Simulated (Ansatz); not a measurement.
Z-matrix (Å, degrees):
```
Si
Al 1 2.547
Al 1 2.365 2 60.9
Br 1 2.402 2 61.4 3 122.0
H 1 1.498 2 140.1 3 -171.5
H 2 1.584 1 141.6 3 164.0
H 3 1.592 1 123.9 2 -131.6
```

The species carries charge 0 and has multiplicity 1. The bonds changed during the relaxation, so this is another structure than the one it started from.

Question: List the r2SCAN/def2-TZVPP orbital energies in eV (Ansatz). (Estimate.)

Answer: Computed: Occupied: -13122.69, -1791.73, -1695.90, -1526.65, -1526.62, -1526.59, -1517.50, -1517.03, -235.54, -175.73, -175.63, -175.53, -142.11, -110.95, -110.52, -97.06, -96.94, -96.88, -71.22, -71.18, -71.02, -70.82, -70.71, -70.61, -69.58, -69.57, -69.50, -69.42, -69.41, -20.80, -13.59, -11.14, -9.91, -9.45, -8.55, -8.39, -7.82, -5.87, -5.27. Lowest empty: -2.78, -2.04, -1.47, -0.97, -0.75, 0.22, 0.80, 1.56.
